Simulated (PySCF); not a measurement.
Vertical excitations of a molecule C3H9NSi2 from TDDFT-PBE0/def2-SVPD (PySCF), as energy in eV (oscillator strength): 5.38 (0.001), 5.72 (0.028), 5.95 (0.046), 6.10 (0.018), 6.39 (0.118), 6.52 (0.000), 6.62 (0.030), 6.70 (0.001), 6.86 (0.013), 6.91 (0.013). Lowest triplet (TDA): 5.01 eV. Coordinates come from a B3LYP-D3(BJ)/def2-SVP optimisation. One conformer was computed; it need not be the lowest.

Question: Which structure fits?
A) C#C[C@H](N)[SiH2][SiH3]
B) C=C[C@H]1N[SiH2][SiH2]1
C) C[Si@@H]1C=CN1[SiH3]
D) CC([SiH3])([SiH3])C#N

Answer: A, C#C[C@H](N)[SiH2][SiH3]
